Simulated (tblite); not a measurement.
Species: C3H10B2ClP.
Numbering: `[BH2:1][PH:2][B:3]([Cl:4])[CH:5]([CH3:6])[CH3:7]` (hydrogens: H8, H9 on B1; H10 on P2; H11 on C5; H12, H13, H14 on C6; H15, H16, H17 on C7)

Computed with GFN2-xTB (tblite), gas phase: L-BFGS steps from a force-field or distance-geometry start until the largest atomic force falls under 0.01 eV/Å.

Step 3: E = -573.2359 eV
```
atom  x, y, z in Å  |  force x, y, z in eV/Å
B1      2.8604    0.0183   -0.0146   -0.264   0.205  -0.262
P2      1.8933   -1.5634    0.1243   -0.230   0.262   0.084
B3      0.2317   -0.7677   -0.3813    0.129   0.183   0.336
Cl4    -0.2490   -0.8189   -2.0226   -0.040  -0.111   0.217
C5     -0.6503   -0.0017    0.7201   -0.068   0.054   0.067
C6     -0.7486    1.5015    0.3833   -0.050  -0.299  -0.040
C7     -2.0650   -0.6063    0.8567    0.345   0.134  -0.163
H8      2.8672    0.8245    0.8286   -0.088  -0.084   0.129
H9      3.3635    0.2716   -1.0418    0.263  -0.144   0.145
H10     2.2007   -2.1075   -1.0917    0.122  -0.221  -0.393
H11    -0.1750   -0.0762    1.7115    0.005  -0.039  -0.169
H12    -1.3075    2.0312    1.1453   -0.072   0.022   0.125
H13    -1.2510    1.6401   -0.5680   -0.038   0.018  -0.098
H14     0.2430    1.9320    0.3164    0.142   0.086  -0.013
H15    -2.6345   -0.0865    1.6161   -0.049   0.123   0.116
H16    -1.9937   -1.6501    1.1333   -0.016  -0.175   0.029
H17    -2.5920   -0.5288   -0.0867   -0.090  -0.014  -0.109
```

Step 4: E = -573.2653 eV
```
atom  x, y, z in Å  |  force x, y, z in eV/Å
B1      2.8427    0.0276   -0.0254   -0.143   0.209  -0.045
P2      1.8860   -1.5480    0.1187   -0.014  -0.088  -0.148
B3      0.2363   -0.7581   -0.3737    0.072   0.110   0.311
Cl4    -0.2476   -0.8241   -2.0013   -0.125  -0.111  -0.059
C5     -0.6508   -0.0012    0.7191    0.047   0.034   0.042
C6     -0.7498    1.4915    0.3833    0.017   0.222  -0.024
C7     -2.0538   -0.6019    0.8529   -0.197  -0.102   0.029
H8      2.8644    0.8181    0.8327   -0.123  -0.034   0.090
H9      3.3756    0.2636   -1.0331    0.300  -0.077  -0.009
H10     2.2049   -2.1167   -1.1037    0.003  -0.053  -0.073
H11    -0.1761   -0.0773    1.7034    0.079  -0.033   0.047
H12    -1.3086    2.0306    1.1476    0.003  -0.083   0.004
H13    -1.2508    1.6403   -0.5695   -0.026  -0.024  -0.045
H14     0.2442    1.9340    0.3157   -0.025  -0.021   0.004
H15    -2.6346   -0.0835    1.6175    0.112   0.018  -0.062
H16    -1.9952   -1.6529    1.1326    0.019   0.027  -0.021
H17    -2.5938   -0.5300   -0.0880    0.002   0.005  -0.040
```

Step 5: E = -573.2735 eV
```
atom  x, y, z in Å  |  force x, y, z in eV/Å
B1      2.8350    0.0334   -0.0295   -0.089   0.151  -0.018
P2      1.8837   -1.5446    0.1146    0.073  -0.139  -0.172
B3      0.2387   -0.7536   -0.3673    0.035   0.056   0.182
Cl4    -0.2490   -0.8272   -1.9952   -0.133  -0.104  -0.073
C5     -0.6504   -0.0005    0.7195    0.019   0.047   0.047
C6     -0.7502    1.4915    0.3828    0.032   0.244  -0.007
C7     -2.0532   -0.6020    0.8516   -0.213  -0.101   0.064
H8      2.8617    0.8156    0.8353   -0.137  -0.004   0.077
H9      3.3839    0.2600   -1.0304    0.283  -0.056  -0.012
H10     2.2061   -2.1203   -1.1082   -0.032  -0.009  -0.010
H11    -0.1753   -0.0781    1.7016    0.080  -0.018   0.108
H12    -1.3089    2.0292    1.1484    0.003  -0.075  -0.009
H13    -1.2510    1.6400   -0.5704   -0.025  -0.025  -0.035
H14     0.2444    1.9344    0.3155   -0.045  -0.025   0.004
H15    -2.6331   -0.0822    1.6172    0.117   0.001  -0.081
H16    -1.9953   -1.6534    1.1321    0.021   0.045  -0.026
H17    -2.5941   -0.5304   -0.0887    0.010   0.008  -0.039
```

Step 6: E = -573.2869 eV
```
atom  x, y, z in Å  |  force x, y, z in eV/Å
B1      2.8181    0.0474   -0.0384    0.057   0.003  -0.011
P2      1.8821   -1.5407    0.1026    0.201  -0.134  -0.126
B3      0.2438   -0.7440   -0.3529   -0.043  -0.067  -0.116
Cl4    -0.2546   -0.8361   -1.9838   -0.130  -0.083  -0.046
C5     -0.6503    0.0026    0.7217   -0.026   0.055   0.078
C6     -0.7507    1.4957    0.3814    0.011   0.115   0.020
C7     -2.0551   -0.6036    0.8500   -0.079  -0.020   0.044
H8      2.8529    0.8111    0.8423   -0.168   0.043   0.025
H9      3.4066    0.2516   -1.0249    0.200  -0.014   0.051
H10     2.2076   -2.1273   -1.1175   -0.076   0.045   0.024
H11    -0.1719   -0.0798    1.7012    0.034   0.030   0.164
H12    -1.3096    2.0253    1.1500   -0.021  -0.005  -0.004
H13    -1.2519    1.6389   -0.5729   -0.016  -0.010  -0.007
H14     0.2441    1.9351    0.3152   -0.029   0.010   0.000
H15    -2.6280   -0.0795    1.6151    0.051  -0.003  -0.048
H16    -1.9953   -1.6539    1.1307    0.017   0.027  -0.018
H17    -2.5947   -0.5309   -0.0910    0.017   0.008  -0.030
```

Task: Estimate the geometry and energy of step 7. (The exact step hangs on the optimiser's Hessian estimate; all steps are aligned on step 6, rigid shifts and turns removed.)

Result: E = -573.2921 eV, largest force 0.217 eV/Å
```
atom  x, y, z in Å  |  force x, y, z in eV/Å
B1      2.8129    0.0530   -0.0422    0.110  -0.059  -0.004
P2      1.8846   -1.5416    0.0963    0.179  -0.058  -0.065
B3      0.2451   -0.7415   -0.3487   -0.058  -0.104  -0.182
Cl4    -0.2592   -0.8409   -1.9809   -0.119  -0.074  -0.010
C5     -0.6508    0.0048    0.7242   -0.004   0.025   0.062
C6     -0.7509    1.4990    0.3811   -0.008   0.007   0.028
C7     -2.0570   -0.6045    0.8497    0.025   0.028   0.008
H8      2.8465    0.8102    0.8455   -0.177   0.042  -0.018
H9      3.4189    0.2482   -1.0219    0.158   0.005   0.089
H10     2.2070   -2.1293   -1.1212   -0.068   0.038  -0.021
H11    -0.1699   -0.0800    1.7038   -0.008   0.052   0.135
H12    -1.3104    2.0238    1.1508   -0.035   0.039   0.005
H13    -1.2526    1.6384   -0.5740   -0.008  -0.001   0.013
H14     0.2440    1.9356    0.3150   -0.013   0.033  -0.001
H15    -2.6253   -0.0782    1.6138   -0.005   0.007  -0.011
H16    -1.9949   -1.6539    1.1300    0.011   0.011  -0.011
H17    -2.5947   -0.5309   -0.0925    0.020   0.007  -0.016
```

The energy changes by -0.0052 eV. The first-order estimate −F·Δx gives -0.0066 eV and the mean of the old and new forces, exact on a quadratic surface, -0.0051 eV. The step makes an angle of 55° with the force vector and moves no atom by more than 0.013 Å.

The cost below is that of the whole relaxation. Hardware: one thread, Arm Neoverse N1 (aarch64), on a shared host. Cost: 1.2 s of wall time.
